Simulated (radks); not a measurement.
Eu, configuration [Xe] 4f5.5 6s2 6p1.5 (fractional occupations, a model configuration).

All-electron calculation, Dirac Kohn-Sham, PBE, spin-unpolarised, spherical densities, finite nucleus; open shells are shared between the two j in proportion to 2j + 1; Fermi nuclear charge, rms radius 5.1115 fm. Program: a radial shooting solver on a logarithmic mesh with Libxc functionals.

Energy parts (hartree):
part                       energy
total                 -10850.9835
kinetic                11797.5005
electron-nucleus      -26594.3369
Hartree                 4188.2908
exchange-correlation    -242.4379

Orbitals (lengths in bohr, moments of r in powers of bohr):
1s1/2: occ. 2; eigenvalue (hartree) -1776.021; <r> 0.02232
2s1/2: occ. 2; eigenvalue (hartree) -291.9978; <r> 0.09460
2p1/2: occ. 2; eigenvalue (hartree) -277.0581; <r> 0.07907
2p3/2: occ. 4; eigenvalue (hartree) -253.2471; <r> 0.08581
3s1/2: occ. 2; eigenvalue (hartree) -64.75168; <r> 0.2492
3p1/2: occ. 2; eigenvalue (hartree) -58.29663; <r> 0.2388
3p3/2: occ. 4; eigenvalue (hartree) -53.44383; <r> 0.2517
3d3/2: occ. 4; eigenvalue (hartree) -42.26756; <r> 0.2236
3d5/2: occ. 6; eigenvalue (hartree) -41.21209; <r> 0.2276
4s1/2: occ. 2; eigenvalue (hartree) -13.32718; <r> 0.5648
4p1/2: occ. 2; eigenvalue (hartree) -10.82980; <r> 0.5775
4p3/2: occ. 4; eigenvalue (hartree) -9.75148; <r> 0.6064
4d3/2: occ. 4; eigenvalue (hartree) -5.63510; <r> 0.6438
4d5/2: occ. 6; eigenvalue (hartree) -5.44025; <r> 0.6539
4f5/2: occ. 2.35714; eigenvalue (hartree) -0.62269; <r> 0.8512
4f7/2: occ. 3.14286; eigenvalue (hartree) -0.59683; <r> 0.8610
5s1/2: occ. 2; eigenvalue (hartree) -2.01695; <r> 1.341
5p1/2: occ. 2; eigenvalue (hartree) -1.31339; <r> 1.488
5p3/2: occ. 4; eigenvalue (hartree) -1.15466; <r> 1.573
6s1/2: occ. 2; eigenvalue (hartree) -0.22705; <r> 3.634
6p1/2: occ. 0.5; eigenvalue (hartree) -0.10663; <r> 4.565
6p3/2: occ. 1; eigenvalue (hartree) -0.09303; <r> 4.831

The highest occupied level is 6p3/2 at -2.532 eV. The density falls to 0.001 e/bohr^3 at r = 5.64 bohr.
